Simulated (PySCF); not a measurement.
Basis-set dependence of population analyses: `C[SiH2]O[SiH2]F`

CH7FOSi2.
Structure used (PBE0-D3(BJ)/def2-SVP), in Å, numbered top down from 1:
```xyz
12
CH7FOSi2 angstrom
C     -1.6170    0.6934    0.1213
Si    -0.7914   -0.7746   -0.6824
O      0.7645   -0.9447   -0.0886
Si     2.0401   -0.0850    0.4695
F      1.8476    1.4668    0.0232
H     -1.6816    0.5581    1.2123
H     -2.6375    0.8370   -0.2668
H     -1.0371    1.6082   -0.0777
H     -1.5143   -2.0436   -0.3816
H     -0.7175   -0.5944   -2.1631
H      3.2939   -0.5847   -0.1456
H      2.0815   -0.1121    1.9541
```

PBE0 throughout (PySCF), one geometry, spherical d and f functions. Isolated species at its PBE0-D3(BJ)/def2-SVP geometry (one conformer only). Atoms taken as equivalent share a column and are averaged. The first 7 of 8 kinds of atom are listed.

Mulliken charges (e):

```
        basis  functions      C1     Si2      O3     Si4      F5  H6/H7/H8  H9/H10
     pcSseg-0         67  -1.236  +1.152  -1.044  +1.301  -0.515    +0.271  -0.095
       6-31G*         92  -0.794  +0.730  -0.676  +0.937  -0.420    +0.207  -0.093
      cc-pVDZ        113  -0.284  +0.508  -0.514  +0.717  -0.332    +0.072  -0.072
     def2-SVP        113  -0.394  +0.667  -0.588  +0.856  -0.363    +0.085  -0.101
  aug-cc-pVDZ        186  +0.432  +0.263  -1.029  +0.497  -0.608    -0.226  +0.285
6-311+G(2d,p)        193  -0.767  +0.896  -1.002  +1.147  -0.498    +0.173  -0.076
    def2-TZVP        209  -0.513  +0.377  -0.395  +0.568  -0.334    +0.149  -0.037
      cc-pVTZ        256  -0.396  +0.366  -0.339  +0.537  -0.304    +0.111  -0.048
     IGLO-III        263  -0.649  +0.946  -0.657  +1.156  -0.500    +0.149  -0.187
```

IAO charges (e):

```
        basis  functions      C1     Si2      O3     Si4      F5  H6/H7/H8  H9/H10
     pcSseg-0         67  -0.744  +0.882  -0.809  +1.126  -0.501    +0.169  -0.108
       6-31G*         92  -0.737  +0.990  -0.862  +1.252  -0.531    +0.161  -0.141
      cc-pVDZ        113  -0.733  +0.984  -0.856  +1.237  -0.530    +0.160  -0.139
     def2-SVP        113  -0.728  +0.999  -0.856  +1.253  -0.529    +0.158  -0.146
  aug-cc-pVDZ        186  -0.745  +0.987  -0.863  +1.248  -0.542    +0.164  -0.138
6-311+G(2d,p)        193  -0.757  +1.020  -0.881  +1.280  -0.546    +0.165  -0.146
    def2-TZVP        209  -0.761  +1.032  -0.886  +1.295  -0.548    +0.165  -0.150
      cc-pVTZ        256  -0.758  +1.018  -0.879  +1.281  -0.544    +0.166  -0.146
     IGLO-III        263  -0.760  +1.029  -0.885  +1.290  -0.548    +0.166  -0.149
```

Some averages cover members that differ in this geometry, most widely: H6/H7/H8, Mulliken in aug-cc-pVDZ -0.297 to -0.187 e.

Question: Which scheme is steadiest as the basis changes?

Answer: Largest range over the bases for any column: IAO 0.17 e, Mulliken 1.67 e. IAO charges move least and Mulliken charges most, counted in e.

Question: How much do the charges still move between the two largest bases, cc-pVTZ and IGLO-III?

Answer: At most, over all atoms: Mulliken 0.619 e, IAO 0.011 e.

Question: What do the same runs give for the total energy, the frontier levels and the dipole moment?

Answer: 
| basis | energy (Eh) | HOMO (eV) | LUMO (eV) | μ (D) |
| --- | --- | --- | --- | --- |
| pcSseg-0 | -794.8399 | -8.55 | 0.83 | 0.95 |
| 6-31G* | -795.9978 | -8.46 | 0.80 | 0.88 |
| cc-pVDZ | -796.0311 | -8.47 | 0.79 | 0.91 |
| def2-SVP | -795.6927 | -8.55 | 0.88 | 0.88 |
| aug-cc-pVDZ | -796.0551 | -8.57 | -0.11 | 0.92 |
| 6-311+G(2d,p) | -796.1406 | -8.65 | 0.00 | 0.93 |
| def2-TZVP | -796.1727 | -8.64 | 0.33 | 0.89 |
| cc-pVTZ | -796.1601 | -8.60 | 0.47 | 0.87 |
| IGLO-III | -796.1750 | -8.63 | 0.47 | 0.89 |
